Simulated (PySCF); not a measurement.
H7BGeO2Si, SMILES OB(O)[SiH2][GeH3] (GFN2-xTB optimised geometry):

```
12

O      1.017     1.659     0.000
B     -0.334     1.659     0.000
O     -0.958     2.865     0.000
Si    -1.006    -0.193     0.001
Ge     1.008    -1.378     0.018
H      1.458     2.511    -0.001
H     -1.912     2.885     0.000
H     -1.844    -0.578     1.151
H     -1.827    -0.585    -1.158
H      0.932    -2.885     0.024
H      1.897    -1.103     1.196
H      1.912    -1.112    -1.150
```

Computed with B3LYP/def2-TZVP (PySCF).

What are the frontier orbital energies and the dipole moment?

HOMO-2 -8.70 eV, HOMO-1 -8.52 eV, HOMO -7.71 eV, LUMO -0.71 eV, LUMO+1 -0.15 eV; dipole moment 2.87 D.

Meta-Löwdin charges at B3LYP/def2-TZVP: O1 -0.50, B2 0.27, O3 -0.51, Si4 0.25, Ge5 0.13, H6 0.35, H7 0.36, H8 -0.08, H9 -0.08, H10 -0.07, H11 -0.06, H12 -0.06.
